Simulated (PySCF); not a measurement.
Si(F)(SiH3) (FH3Si2), SMILES [Si]([SiH3])F (connectivity only; charge and spin as stated), neutral, multiplicity 1.

Coordinates come from a B3LYP-D3(BJ)/def2-TZVP optimisation.

Level of theory: TDA-CAM-B3LYP/def2-SVPD run with PySCF 2.14.0.

Vertical excitations. Gas-phase values at a fixed geometry. State labels are in the subgroup Cs.

```
state  symmetry  energy (eV)  λ (nm)      f                                            main pairs
-----  --------  -----------  ------  -----  ----------------------------------------------------
S1           A"         2.10     590  0.006                                        HOMO→LUMO 99 %
S2           A'         4.85     256  0.056                                      HOMO→LUMO+1 88 %
S3           A'         6.05     205  0.090                    HOMO→LUMO+3 60 %, HOMO→LUMO+2 36 %
S4           A"         6.30     197  0.000                                      HOMO−1→LUMO 97 %
S5           A'         6.36     195  0.311  HOMO→LUMO+2 47 %, HOMO−2→LUMO 24 %, HOMO→LUMO+3 17 %
S6           A"         6.59     188  0.001                    HOMO→LUMO+4 76 %, HOMO−3→LUMO 21 %
S7           A'         6.68     186  0.506                    HOMO−2→LUMO 69 %, HOMO→LUMO+3 14 %
S8           A'         6.88     180  0.021                                      HOMO→LUMO+5 94 %
S9           A"         7.13     174  0.078  HOMO−3→LUMO 62 %, HOMO→LUMO+4 20 %, HOMO→LUMO+8 14 %
S10          A'         8.09     153  0.079                                      HOMO→LUMO+6 86 %
T1           A"         1.06    1167      0                                        HOMO→LUMO 97 %
T2           A'         3.84     323      0                                      HOMO→LUMO+1 94 %
T3           A"         5.00     248      0                                      HOMO−3→LUMO 77 %
T4           A'         5.23     237      0                    HOMO→LUMO+3 63 %, HOMO→LUMO+2 21 %
```
Triplets are in the Tamm–Dancoff approximation.
